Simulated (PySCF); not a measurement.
**Tellurium: a sound run and one with changed settings**

Sound run: Te [Kr] 4d10 5s2 5p4, Te⁺ [Kr] 4d10 5s2 5p3. All numbers are calculated (PySCF 2.14, scalar relativity through the core potential, in def2-TZVP with the def2 core potential (28 electrons) (6s5p3d2f, 50 functions)). The sound run starts from symmetry-adapted Hartree-Fock orbitals and uses a fine grid where one is needed.

A second run was set up differently.

```tsv
species	method	sound run (hartree)	changed run (hartree)	converged
Te	UHF	-267.00555	-267.00555	yes
Te	r2SCAN	-268.08836	-268.08938	yes
Te	LDA	-267.58556	-267.58562	yes
Te⁺	UHF	-266.72160	-266.72160	yes
Te⁺	r2SCAN	-267.76752	-267.76752	yes
Te⁺	LDA	-267.25527	-267.25527	yes
```

Ionisation energy of Te:

```json
{"method": "UHF", "sound run (eV)": "7.727", "changed run (eV)": "7.727"}
{"method": "r2SCAN", "sound run (eV)": "8.730", "changed run (eV)": "8.758"}
{"method": "LDA", "sound run (eV)": "8.988", "changed run (eV)": "8.989"}
```

Q: What was changed?
A. all electrons correlated in a valence basis
B. angular grid far too coarse
C. level shift left on
D. a valence shell is frozen

A: B. It used 26 angular points. A coarse angular grid integrates products of high-l functions wrongly, so density functionals can shift, and the SCF can exploit the error; Hartree-Fock and MP2 need no grid.
